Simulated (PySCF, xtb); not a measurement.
Ga(H)2(OH) (GaH3O), SMILES [GaH2][OH].

GFN2-xTB (xtb) at its own geometry gives an orbital gap of 5.28 eV and a dipole moment of 0.70 D.

Geometry optimised at PBE-D3(BJ)/def2-TZVP.

Problem. What does PySCF with M06-2X/def2-TZVPD give? (An estimate is asked for; the answer gives what the named calculation found.)

Solution. gap 9.10 eV (levels -9.86 and -0.76 eV), dipole 1.69 D.
